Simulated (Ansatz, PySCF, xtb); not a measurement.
Reaction R1 → 2 P1, each structure at its B3LYP-D3(BJ)/def2-TZVP stationary point, reached from a drawn start (curvature not checked).
P1, As2 (SMILES [As]#[As]) (charge 0, multiplicity 1):
```xyz
2

As    -1.05207     0.00000     0.00000
As     1.05207     0.00000     0.00000
```
R1: As4 (SMILES [As]12[As]3[As]1[As]23), charge 0, multiplicity 1.

```csv
level,reaction energy (kJ/mol),"minus CCSD(T)/CBS(cc-pVTZ, cc-pVQZ)"
GFN1-xTB,295.7,50.2
GFN2-xTB,180.3,-65.2
HF/cc-pVDZ,178.2,-67.3
HF/cc-pVQZ,190.3,-55.2
SVWN5/def2-TZVPP,326.1,80.6
PBE/def2-TZVPP,273.4,27.9
PBE-D3(BJ)/def2-TZVPP,286.7,41.2
PBE-D4/def2-TZVPP,289.1,43.7
BLYP/def2-TZVPP,189.5,-56.0
BLYP-D4/def2-TZVPP,222.7,-22.8
revPBE/def2-TZVPP,250.3,4.8
revPBE-D3(BJ)/def2-TZVPP,279.1,33.6
r2SCAN/def2-TZVPP,280.2,34.7
r2SCAN-D3(BJ)/def2-TZVPP,283.5,38.1
r2SCAN-D4/def2-TZVPP,283.0,37.5
B97M-V/def2-TZVPP,277.0,31.5
B3LYP-D4/def2-TZVPP,240.2,-5.3
PBE0/def2-TZVPP,290.7,45.2
PBE0-D3(BJ)/def2-TZVPP,303.9,58.4
PBE0-D4/def2-TZVPP,304.0,58.5
BHLYP-D3(BJ)/def2-TZVPP,259.8,14.3
BHLYP-D4/def2-TZVPP,257.7,12.2
M06-2X/def2-TZVPP,304.4,58.9
CAM-B3LYP/def2-TZVPP,226.9,-18.6
CAM-B3LYP-D4/def2-TZVPP,241.0,-4.5
wB97X-V/def2-TZVPP,278.7,33.2
wB97M-V/def2-TZVPP,266.8,21.3
B2PLYP/def2-TZVPP,221.4,-24.1
B2PLYP-D3(BJ)/def2-TZVPP,239.3,-6.2
B2PLYP-D4/def2-TZVPP,231.9,-13.6
MP2/cc-pVDZ,186.9,-58.6
MP2/cc-pVQZ,265.7,20.2
"MP2/CBS(cc-pVTZ, cc-pVQZ)",276.3,30.8
SCS-MP2/cc-pVDZ,166.7,-78.8
SCS-MP2/cc-pVTZ,222.8,-22.7
CCSD/cc-pVDZ,159.2,-86.3
CCSD/cc-pVQZ,224.0,-21.5
CCSD(T)/cc-pVDZ,160.2,-85.2
CCSD(T)/cc-pVTZ,218.3,-27.1
"CCSD(T)/CBS(cc-pVTZ, cc-pVQZ)",245.5,0.0
```

 The comparison column counts from a level with limits of its own.

P less R. No zero-point or thermal terms; no spin–orbit coupling.

Correlated levels freeze the cores. In cc and def2 sets filled d and f shells under p-block atoms count as core. CBS: X⁻³ extrapolation of the correlation energy, Hartree–Fock from the larger set.

Run with Ansatz (Gaussian orbitals); PySCF for M06-2X and the D3/D4 terms; xtb for the GFN methods. All values are computed, each at the level named.

Ansatz is a quantum-chemistry and plane-wave program.
